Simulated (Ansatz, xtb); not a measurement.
**C6H12Si: which of two isomers lies lower**

Structure I: `CC1=CC[Si@H](C)C1`, a singlet. Structure II: `C=CC(=C)CC[SiH3]`, a singlet. Both are isolated molecules in the gas phase, relaxed with r2SCAN-D4/def2-SVP; the shapes shown needn't be the lowest conformers.

I (Å):

```xyz
19

C    -1.6799    3.1035   -0.4868
C    -0.8551    1.8545   -0.5412
C    -1.0024    0.8929   -1.4793
C    -0.1044   -0.3199   -1.4611
C     0.0136   -1.2980    1.5129
C     0.2296    1.6570    0.5021
Si    0.7574   -0.1481    0.2262
H    -2.4253    3.1418   -1.2954
H    -2.2104    3.1836    0.4787
H    -1.0402    4.0010   -0.5618
H    -1.7634    0.9990   -2.2644
H    -0.6757   -1.2604   -1.5672
H     0.6079   -0.3069   -2.3084
H     2.2418   -0.3401    0.1699
H     0.4203   -1.0990    2.5177
H    -1.0795   -1.1610    1.5560
H     0.2131   -2.3552    1.2738
H     1.0552    2.3780    0.3458
H    -0.1512    1.8581    1.5210
```

II (Å):

```tsv
atom	x (Å)	y (Å)	z (Å)
C	-1.5532	-0.4068	-2.9109
C	-1.4327	-0.2474	-1.5804
C	-0.2074	0.0937	-0.8530
C	-0.2232	0.1468	0.4965
C	1.0482	0.4086	-1.6328
C	1.0261	1.8150	-2.2625
Si	2.5506	2.2128	-3.3016
H	-0.7066	-0.2830	-3.5936
H	-2.5123	-0.6778	-3.3604
H	-2.3213	-0.3934	-0.9525
H	-1.1400	-0.0523	1.0607
H	0.6775	0.3883	1.0691
H	1.1926	-0.3531	-2.4206
H	1.9174	0.3217	-0.9596
H	0.9325	2.5742	-1.4654
H	0.1308	1.9383	-2.8971
H	2.6703	1.2462	-4.4379
H	3.7920	2.1100	-2.4725
H	2.4630	3.5969	-3.8593
```

Task: Estimate which is lower in electronic energy at CCSD(T)/def2-SVP + ΔMP2/def2-TZVPP, and by roughly how much.

Result: The CCSD(T)/def2-SVP + ΔMP2/def2-TZVPP calculation puts structure I lower, by 1.475 eV.

How the difference moves with the method:

| level | geometry | E(II) − E(I) (eV) | departure from the last row (eV) | job, with rough time for the two |
| --- | --- | --- | --- | --- |
| GFN2-xTB | GFN2-xTB | +0.805 | −0.670 | optimisation, 0.15 s |
| HF/STO-3G | GFN2-xTB | +2.939 | +1.464 | single point, 0.46 s |
| r2SCAN-D4/def2-SVP//GFN2-xTB | GFN2-xTB | +1.585 | +0.110 | single point, 5.4 s |
| r2SCAN-D4/def2-SVP | r2SCAN-D4/def2-SVP | +1.588 | +0.113 | optimisation, 73 s |
| HF/def2-SVP | r2SCAN-D4/def2-SVP | +1.351 | −0.124 | part of the CCSD(T) run |
| MP2/def2-SVP | r2SCAN-D4/def2-SVP | +1.525 | +0.050 | part of the CCSD(T) run |
| CCSD(T)/def2-SVP | r2SCAN-D4/def2-SVP | +1.353 | −0.122 | single point |
| CCSD(T)/def2-SVP + ΔMP2/def2-TZVPP | r2SCAN-D4/def2-SVP | +1.475 |  | single point, 2.1 min |

As drawn, II has 1 C=C, 2 Si–H in place of 2 C–Si, 2 C–H. Structure I has a 5-membered ring, II no ring.

None of the levels shown reverses the order. The largest departure from CCSD(T)/def2-SVP + ΔMP2/def2-TZVPP is that of HF/STO-3G, 1.464 eV. The last row adds to CCSD(T) the change of the MP2 difference between the two basis sets, here +0.122 eV.

With thermal terms from frequencies at re-optimised GFN2-xTB minima (ideal gas, soft modes damped towards free rotors, one conformer each, 298.15 K, 1 atm): on the last row, ΔE + ΔZPE = +1.319, ΔH = +1.330, ΔG = +1.291 eV.

The correlated steps freeze 11 core orbitals. Mirror images aren't counted in ΔG. Programs: Ansatz 0.2.0, xtb 6.7.1; the last row on 4 threads of Arm Neoverse V1 on a shared host.
